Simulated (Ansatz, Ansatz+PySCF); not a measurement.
```xyz
2

B     0.0000    0.0000    0.0000
C     0.0000    0.0000    1.6401
```

Basis set: def2-SVP (spherical functions). Frozen core: 2 orbitals. Correlation on ROHF uses semicanonical orbitals with singles. Charge 0, multiplicity 4.

Computed with Ansatz (development build ahead of 0.2.0); each method stands on the lowest determinant of its kind that the runs found.

The atomization energy at this shape (free ground-state atoms in the same class of orbitals less the molecule, no zero-point energy) of quartet BC:

```tsv
method	atomization energy
UHF-CCSD(T)	4.04 eV
ROHF-MP2	3.67 eV
ROHF	3.02 eV
UHF	2.94 eV
```

(1) What does UHF-MP2 give?

Results:

(1) 3.49 eV. Caution: the shape is not the minimum. Caution for UHF-CCSD(T), UHF-MP2, UHF: the unrestricted determinant is spin contaminated. Caution for ROHF-MP2, ROHF: the determinant may break the point group. Caution for UHF-MP2: another reference gives a lower total.
